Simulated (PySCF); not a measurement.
Species: C3H3BCl2.
SMILES: `ClB(Cl)CC#C`

A PySCF run (density fitting, gas phase, GFN2-xTB geometry) gave HOMO -10.52 eV, LUMO 2.57 eV, dipole 1.12 D and E = -1059.079 Eh.

Question: Which of these levels was it?
A. HF/cc-pVDZ
B. PBE0/def2-SVPD
C. PBE0/aug-cc-pVDZ
D. wB97X/pcSseg-1
E. PBE0/pcSseg-1

Answer: A. It is HF/cc-pVDZ. All candidates on this geometry:

```
                                           level and settings                    kind  basis functions  SCF cycles      E (Eh)  HOMO (eV)  LUMO (eV)  dipole (D)
                                               PBE0/def2-SVPD           global hybrid              158          14  -1060.5373      -7.89      -1.60        0.95
                         PBE0/aug-cc-pVDZ, level shift 0.2 Eh           global hybrid              173          11  -1060.9374      -7.84      -1.54        0.96
                                                PBE0/pcSseg-1           global hybrid              131          14  -1060.8527      -7.90      -1.52        0.98
wB97X/pcSseg-1, energy threshold 1e-07 Eh, start guess huckel  range-separated hybrid              131          10  -1061.2935     -10.33       0.74        1.07
                                     HF/cc-pVDZ, grid level 3            Hartree–Fock              107          10  -1059.0788     -10.52       2.57        1.12
```

The nearest other candidate, by the summed differences of HOMO and LUMO, is wB97X/pcSseg-1: its HOMO differs by +0.19 eV and its LUMO by -1.83 eV. Cycle counts include a coarse-grid stage where the run had one.

The values belong to the conformer `[CH:1]#[C:2][CH2:3][B:4]([Cl:5])[Cl:6]`: C2–C3–B4–Cl5 -79°.
